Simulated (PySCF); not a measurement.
## Basis-set dependence of population analyses: `B[C@H](BCl)B(Cl)Cl`

CH4B3Cl3.
SMILES with atom numbers: `[BH2:1][C@H:2]([BH:3][Cl:4])[B:5]([Cl:6])[Cl:7]` (hydrogens: H8, H9 on B1; H10 on C2; H11 on B3)

PBE0 throughout (PySCF), one geometry, spherical d and f functions. The structure is a single PBE0-D3(BJ)/def2-SVP conformer in the gas phase; no vibrational or solvent corrections. Atoms taken as equivalent share a column and are averaged. The first 7 of 9 kinds of atom are listed.

Mulliken charges (e):

| basis | functions | B1 | C2 | B3 | Cl4 | B5 | Cl6/Cl7 | H8/H9 |
| --- | --- | --- | --- | --- | --- | --- | --- | --- |
| STO-3G | 51 | +0.173 | -0.346 | +0.245 | -0.164 | +0.326 | -0.145 | -0.026 |
| 6-31G | 83 | +0.201 | -0.655 | +0.132 | -0.065 | +0.007 | +0.025 | +0.010 |
| pcSseg-0 | 83 | +0.209 | -1.270 | +0.352 | -0.184 | +0.550 | -0.145 | +0.084 |
| 6-31G* | 118 | +0.069 | -0.464 | +0.107 | -0.103 | +0.129 | -0.050 | +0.029 |
| cc-pVDZ | 130 | 0.000 | -0.003 | +0.031 | -0.075 | +0.059 | -0.061 | +0.012 |
| def2-SVP | 130 | +0.021 | -0.147 | +0.031 | -0.057 | +0.098 | -0.049 | +0.017 |
| aug-cc-pVDZ | 209 | -1.467 | +0.679 | -0.530 | -0.318 | +0.383 | -0.285 | +0.761 |
| 6-311+G(2d,p) | 237 | +0.095 | -0.414 | +0.310 | -0.218 | +0.273 | -0.159 | +0.029 |
| def2-TZVP | 259 | -0.089 | -0.035 | -0.003 | -0.109 | +0.138 | -0.085 | +0.043 |
| cc-pVTZ | 278 | -0.075 | -0.097 | +0.018 | -0.080 | +0.099 | -0.063 | +0.048 |
| IGLO-III | 312 | +0.121 | -0.434 | +0.151 | -0.072 | +0.236 | -0.080 | -0.010 |
| pcSseg-2 | 329 | +0.176 | -0.337 | +0.224 | -0.143 | +0.315 | -0.128 | -0.025 |

IAO charges (e):

```json
{"basis": "STO-3G", "functions": "51", "B1": "+0.108", "C2": "-0.490", "B3": "+0.086", "Cl4": "-0.016", "B5": "+0.086", "Cl6/Cl7": "-0.006", "H8/H9": "+0.018"}
{"basis": "6-31G", "functions": "83", "B1": "+0.074", "C2": "-0.516", "B3": "+0.104", "Cl4": "-0.039", "B5": "+0.149", "Cl6/Cl7": "-0.032", "H8/H9": "+0.031"}
{"basis": "pcSseg-0", "functions": "83", "B1": "+0.071", "C2": "-0.517", "B3": "+0.106", "Cl4": "-0.036", "B5": "+0.156", "Cl6/Cl7": "-0.034", "H8/H9": "+0.030"}
{"basis": "6-31G*", "functions": "118", "B1": "+0.091", "C2": "-0.523", "B3": "+0.130", "Cl4": "-0.048", "B5": "+0.186", "Cl6/Cl7": "-0.045", "H8/H9": "+0.022"}
{"basis": "cc-pVDZ", "functions": "130", "B1": "+0.076", "C2": "-0.518", "B3": "+0.128", "Cl4": "-0.047", "B5": "+0.193", "Cl6/Cl7": "-0.047", "H8/H9": "+0.025"}
{"basis": "def2-SVP", "functions": "130", "B1": "+0.084", "C2": "-0.520", "B3": "+0.129", "Cl4": "-0.041", "B5": "+0.188", "Cl6/Cl7": "-0.042", "H8/H9": "+0.020"}
{"basis": "aug-cc-pVDZ", "functions": "209", "B1": "+0.077", "C2": "-0.524", "B3": "+0.130", "Cl4": "-0.050", "B5": "+0.197", "Cl6/Cl7": "-0.049", "H8/H9": "+0.026"}
{"basis": "6-311+G(2d,p)", "functions": "237", "B1": "+0.079", "C2": "-0.527", "B3": "+0.128", "Cl4": "-0.047", "B5": "+0.192", "Cl6/Cl7": "-0.046", "H8/H9": "+0.025"}
{"basis": "def2-TZVP", "functions": "259", "B1": "+0.079", "C2": "-0.528", "B3": "+0.130", "Cl4": "-0.047", "B5": "+0.195", "Cl6/Cl7": "-0.047", "H8/H9": "+0.025"}
{"basis": "cc-pVTZ", "functions": "278", "B1": "+0.078", "C2": "-0.528", "B3": "+0.131", "Cl4": "-0.049", "B5": "+0.198", "Cl6/Cl7": "-0.048", "H8/H9": "+0.025"}
{"basis": "IGLO-III", "functions": "312", "B1": "+0.078", "C2": "-0.528", "B3": "+0.126", "Cl4": "-0.045", "B5": "+0.189", "Cl6/Cl7": "-0.044", "H8/H9": "+0.025"}
{"basis": "pcSseg-2", "functions": "329", "B1": "+0.080", "C2": "-0.528", "B3": "+0.130", "Cl4": "-0.048", "B5": "+0.194", "Cl6/Cl7": "-0.046", "H8/H9": "+0.025"}
```

Some averages cover members that differ in this geometry, most widely: Cl6/Cl7, Mulliken in aug-cc-pVDZ -0.337 to -0.232; Cl6/Cl7, Mulliken in 6-311+G(2d,p) -0.201 to -0.117; H8/H9, Mulliken in cc-pVTZ +0.029 to +0.068; H8/H9, Mulliken in pcSseg-0 +0.065 to +0.103 e.

**Question.** Which scheme is steadiest as the basis changes?

**Answer.** Largest range over the bases for any column: IAO 0.11 e, Mulliken 1.95 e. IAO charges move least and Mulliken charges most, counted in e. Without the minimal STO-3G basis the ranges are IAO 0.05, Mulliken 1.95 e.

**Question.** How much do the charges still move between the two largest bases, IGLO-III and pcSseg-2?

**Answer.** At most, over all atoms: Mulliken 0.128 e, IAO 0.005 e.

**Question.** What do the same runs give for the total energy, the frontier levels and the dipole moment?

**Answer.** 
```tsv
basis	energy (Eh)	HOMO (eV)	LUMO (eV)	μ (D)
STO-3G	-1478.8158	-7.33	0.06	1.19
6-31G	-1495.0291	-8.86	-2.29	1.16
pcSseg-0	-1493.3460	-9.05	-2.54	1.20
6-31G*	-1495.1100	-8.73	-2.12	0.89
cc-pVDZ	-1495.1917	-8.69	-2.20	0.72
def2-SVP	-1494.6590	-8.66	-2.16	0.64
aug-cc-pVDZ	-1495.2020	-8.80	-2.33	0.77
6-311+G(2d,p)	-1495.2368	-8.80	-2.33	0.76
def2-TZVP	-1495.2462	-8.78	-2.29	0.70
cc-pVTZ	-1495.2650	-8.78	-2.29	0.71
IGLO-III	-1495.2394	-8.76	-2.29	0.68
pcSseg-2	-1495.2732	-8.82	-2.34	0.78
```

The dipole is fixed by the density alone, so its range of 0.56 D shows that the density itself changes with the basis, not only its division among atoms.
